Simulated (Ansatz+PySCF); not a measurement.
# singlet H₈: levels of theory in one basis

```xyz
8

H     2.3518    0.0000    0.0000
H     1.6630    1.6630    0.0000
H     0.0000    2.3518    0.0000
H    -1.6630    1.6630    0.0000
H    -2.3518    0.0000    0.0000
H    -1.6630   -1.6630    0.0000
H     0.0000   -2.3518    0.0000
H     1.6630   -1.6630    0.0000
```

Basis set: cc-pVDZ (spherical functions). All electrons are correlated. Charge 0, multiplicity 1.

Computed with Ansatz (development build ahead of 0.2.0); each method stands on the lowest determinant of its kind that the runs found. NEVPT2 correlates all electrons. Active spaces start from the frontier orbitals, and the lowest solution found is given.

```json
{"method": "RHF", "E − E(RHF) (eV)": "0.00", "<S²> of the determinant": "0.00"}
{"method": "UHF", "E − E(RHF) (eV)": "-6.69", "<S²> of the determinant": "2.87"}
{"method": "RHF-MP2", "E − E(RHF) (eV)": "-4.95", "<S²> of the determinant": "–"}
{"method": "RHF-CCSD", "E − E(RHF) (eV)": "-10.33", "<S²> of the determinant": "–"}
{"method": "UHF-CCSD", "E − E(RHF) (eV)": "-8.56", "<S²> of the determinant": "2.87"}
{"method": "RHF-CCSD(T)", "E − E(RHF) (eV)": "-11.18", "<S²> of the determinant": "–"}
{"method": "UHF-CCSD(T)", "E − E(RHF) (eV)": "-8.60", "<S²> of the determinant": "2.87"}
{"method": "UHF-CCSDT(Q)", "E − E(RHF) (eV)": "-8.69", "<S²> of the determinant": "2.87"}
{"method": "CASSCF(8,8)", "E − E(RHF) (eV)": "-8.29", "<S²> of the determinant": "–"}
{"method": "SC-NEVPT2(8,8)", "E − E(RHF) (eV)": "-8.72", "<S²> of the determinant": "–"}
```

(1) What does UHF-MP2 give on the same scale?

(2) Is a single determinant a sound starting point here?

Results:

(1) -7.29 eV.

(2) It is doubtful. Unrestricted orbitals lower Hartree–Fock by 6.69 eV and <S²> is 2.87 where a pure state has 0.00, a sign of strong static correlation. The CASSCF(8,8) natural occupations are 1.78, 1.68, 1.68, 1.00, 1.00, 0.32, 0.32, 0.21.

Caution for RHF, RHF-MP2, RHF-CCSD, RHF-CCSD(T): an unrestricted determinant lies well below; the determinant breaks the point group. Caution for UHF, UHF-MP2, UHF-CCSD, UHF-CCSD(T), UHF-CCSDT(Q): the unrestricted determinant is a mixture of spin states. Caution for RHF-MP2: large amplitudes, a single reference is doubtful. Caution for RHF-MP2, RHF-CCSD, UHF-CCSD, RHF-CCSD(T), UHF-CCSD(T): the program doubts this total. Caution for UHF-MP2, UHF-CCSD, UHF-CCSD(T), UHF-CCSDT(Q): bonds are stretched, where a single reference can fail. Caution for RHF-CCSD, RHF-CCSD(T): very large amplitudes, the method is breaking down.
